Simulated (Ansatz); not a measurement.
A nudged elastic band was laid between two geometries of CH₅F₂SbSi (10 atoms, charge 0, multiplicity 1).

These are results of RKS PBE-D4/def2-SVP (Ansatz), not measurements.

| Property | Result |
| --- | --- |
| movable images | 5 |
| climbing image | yes |
| spring | 5.0 eV/Å² |
| optimiser | quadratic models (default) |
| start path | through a guess of the saddle point |
| force threshold | 0.05 eV/Å |
| iteration limit | 60 |
| end points | relaxed |

Image 0:

```xyz
10
Properties=species:S:1:pos:R:3
C -1.228 0.309 -0.237
Si 0.492 -0.042 -0.888
F 1.047 1.264 -1.729
Sb 2.019 -0.350 1.218
F 0.725 0.737 2.263
H -1.860 0.796 -1.007
H -1.148 0.961 0.655
H -1.711 -0.640 0.075
H 0.553 -1.217 -1.830
H 1.194 -1.870 1.483
```

Image 6:

```xyz
10
Properties=species:S:1:pos:R:3
C -1.281 0.645 -0.307
Si 0.413 -0.026 -0.742
F 1.169 0.938 -1.849
Sb 1.737 -0.056 1.519
F 0.088 -0.914 2.239
H -2.012 0.500 -1.128
H -1.233 1.724 -0.057
H -1.629 0.096 0.593
H 0.322 -1.404 -1.340
H 2.508 -1.557 1.075
```

(1) Which bonds break or form, and what moves?

(2) Give the energies along the band, and the barrier.

(3) What is the geometry of the highest image?

Answers

(1) No bond is made or broken. The dihedral H9–Si2–Sb4–F5 goes from -149 to -73°.

(2) The forces met the threshold. The highest image is number 5 of 0 to 6, 4.1 kJ/mol above the first end and 0.0 kJ/mol above the last; the last end lies 4.0 kJ/mol above the first. The top lies less than 8 meV above the higher end, about what the thresholds resolve: that end is a shoulder or a very shallow well. A vibrational analysis at the climbing image gives no mode beyond 40i cm⁻¹: the surface is too flat there to confirm a saddle point.

```csv
image,path coordinate (Å),energy (kJ/mol),dihedral H9–Si2–Sb4–F5 (°)
0,0.00,0.0,-149
1,0.50,0.8,-137
2,1.00,2.3,-126
3,1.51,3.5,-114
4,2.01,4.0,-101
5,2.51,4.1,-88
6,3.01,4.0,-73
```

(3) 
```xyz
10
Properties=species:S:1:pos:R:3:forces:R:3
C -1.269 0.589 -0.295 0.03 -0.02 0.00
Si 0.432 -0.023 -0.791 -0.03 0.00 0.02
F 1.158 1.025 -1.840 0.01 0.01 -0.01
Sb 1.803 -0.086 1.449 0.00 0.00 0.01
F 0.109 -0.605 2.355 0.00 0.00 0.00
H -2.017 0.448 -1.099 -0.01 0.01 0.00
H -1.231 1.663 -0.020 -0.01 0.00 -0.01
H -1.577 0.021 0.608 -0.01 0.00 0.00
H 0.371 -1.358 -1.485 0.00 0.00 0.00
H 2.303 -1.725 1.121 0.00 0.00 0.00
```

Run time: 88 s on 2 threads of Arm Neoverse V1, with other jobs on the host, peak memory 0.16 GiB.
